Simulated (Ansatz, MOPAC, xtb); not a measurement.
Spectroscopic constants of ZrCl, multiplicity 4 (lowest of 2S+1 = 2, 4, 6 at PBE0/def2-TZVPP; our sources give no spin for the ground state, which may be another). No spin–orbit coupling.

Seven points along R, fitted to fifth degree in 1/R; most abundant isotopes. In def2 and cc sets the state is the lowest found near the PBE0 minimum, followed along R.

Run with Ansatz (a first-principles code); MOPAC for PM6, PM7 (differences of heats of formation); xtb for the GFN methods.  In def2 rows elements past Kr take small-core potentials, without spin–orbit coupling. The GFN methods have no spin term and hold the electronic entropy of 300 K.

| level | r_e (Å) | ω_e (cm⁻¹) | α_e (cm⁻¹) | B_e (cm⁻¹) | dipole (D) |
|---|---|---|---|---|---|
| PM6 | 2.325 | 332 | 0.00026 | 0.124 | - |
| PM7 | 2.390 | 354 | 0.00042 | 0.117 | - |
| GFN1-xTB | 2.317 | 409 | 0.00078 | 0.125 | - |
| SVWN5/def2-TZVPP | 2.294 | 399 | 0.00055 | 0.127 | 2.97 |
| PBE/def2-TZVPP | 2.339 | 374 | 0.00054 | 0.122 | 3.25 |
| r2SCAN/def2-TZVPP | 2.351 | 375 | 0.00052 | 0.121 | 3.77 |
| B97M-V/def2-TZVPP | 2.371 | 367 | 0.00051 | 0.119 | 3.33 |
| B3LYP/def2-TZVPP | 2.369 | 364 | 0.00052 | 0.119 | 3.63 |
| PBE0/def2-TZVPP | 2.345 | 375 | 0.00053 | 0.122 | 3.68 |
| BHLYP/def2-TZVPP | 2.383 | 362 | 0.00051 | 0.118 | 4.00 |
| CAM-B3LYP/def2-TZVPP | 2.368 | 367 | 0.00051 | 0.119 | 3.76 |
| wB97X-V/def2-TZVPP | 2.367 | 369 | 0.00051 | 0.119 | 3.72 |
| wB97M-V/def2-TZVPP | 2.365 | 367 | 0.00051 | 0.120 | 3.95 |
| B2PLYP/def2-TZVPP | 2.365 | 368 | 0.00051 | 0.120 | - |
| CCSD/def2-TZVPP | 2.376 | 369 | 0.00048 | 0.119 | - |
| CCSD(T)/def2-TZVPP | 2.367 | 372 | 0.00049 | 0.120 | - |

Correlated levels freeze the inner cores; with def2 sets outer-core shells near the valence are correlated too. The state that PM6, PM7 reach isn't checked; PM7 holds dispersion and hydrogen-bond terms.
